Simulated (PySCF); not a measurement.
## IrN(OH), quartet: structure and spectrum

Method: UPBE0/[Ir def2-TZVP with ECP60, N def2-TZVP, O def2-TZVP, H def2-TZVP], scalar-relativistic core potentials, density fitting, no spin–orbit coupling, PySCF.

The structure is a saddle point with 1 imaginary mode.

| Quantity | Value |
| --- | --- |
| Point group | Cs |
| Bond lengths | Ir–N 1.701 Å, Ir–O 1.955 Å, O–H 0.960 Å |
| Bond angles | H–O–Ir 121.9°, N–Ir–O 179.0° |
| Lowest empty level (β) | -4.72 eV |
| Dipole moment | 1.52 D |
| Principal polarisabilities | 32.7, 33.3, 69.7 bohr³ |
| Atomisation energy without zero-point energy | 1093 kJ/mol |
| Spin squared ⟨S²⟩ | 3.762 |
| Zero-point energy (real modes) | 37.5 kJ/mol |
| Rotational constants | 25.6, 0.1571, 0.1561 cm⁻¹ |
| Principal quadrupole moments (Buckingham, traceless) about the centre of mass | -9.66, 2.82, 6.85 D Å |
| Highest occupied level (α) | -6.35 eV |

Harmonic modes (masses in u: Ir 192.963, N 14.003, O 15.995, H 1.008):
```tsv
symmetry	ω (cm⁻¹)	IR (km/mol)
a''	176i	–
a'	97	8.4
a'	624	185
a'	673	62.8
a'	1002	38.0
a'	3874	85.3
```

Charges (e):
```tsv
atom	Mulliken	Löwdin	polar tensor	spin (Mulliken)	Mayer order to Ir1
Ir1	0.71	0.62	1.00	2.18	–
N2	-0.32	-0.30	-0.42	0.83	2.48
O3	-0.73	-0.47	-0.86	-0.03	0.81
H4	0.33	0.15	0.29	0.01	0.01
```
Other Mayer orders above 0.3: O–H 0.88.

Mulliken populations on Ir1 (electrons outside its core potential): s 2.81, p 6.32, d 7.10, f 0.05.

Outer orbital energies (eV). α occupied: -11.85, -11.16, -10.72, -9.86, -9.35, -8.76, -8.19, -6.35; empty: -3.35, -0.04, 0.24, 0.76. β occupied: -21.01, -13.99, -11.20, -11.01, -9.53, -8.86, -8.76, -8.33; empty: -4.72, -4.65, -2.70, -2.15.

Only a few start shapes were tried, so a lower isomer may exist. Other spin states or occupations of the open shell can lie lower. At this level a quartet minimum of C1 symmetry lies 48 kJ/mol below this structure. No spin–orbit coupling is included, which matters more the heavier the element.

The final relaxation and frequency run took roughly 8 core-minutes on a shared host.
